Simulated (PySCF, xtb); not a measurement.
C2H6B, SMILES C[B]C (connectivity only; charge and spin as stated), charge +1, multiplicity 1.

GFN2-xTB in xtb at its own geometry gives an orbital gap of 5.12 eV.

The structure is a stationary point at ωB97X-D3(BJ)/def2-TZVP. The multiplicity is an assumed one; other spin states were not compared. The isomer is the one that the SMILES or the coordinates give; other isomers of the formula were not compared.

Problem. What does PBE/def2-TZVPD in PySCF give? (An estimate is asked for; the answer gives what the named calculation found.)

Solution. gap 7.11 eV (levels -15.62 and -8.51 eV).
